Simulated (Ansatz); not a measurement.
Q: Name a neutral molecule of C, Ge and H with LUMO energy (ωB97M-V/def2-TZVPP) between 2.10 and 2.40 eV and HOMO–LUMO gap (PBE0/def2-TZVPP) between 6.50 and 6.80 eV (Ansatz, PBE0-D4/def2-TZVP geometry).

A: `C[CH]1[CH2][GeH2]1` (2.28 eV, 6.79 eV). Other molecules can fit too; these were computed, each in one conformer that needn't be the lowest.
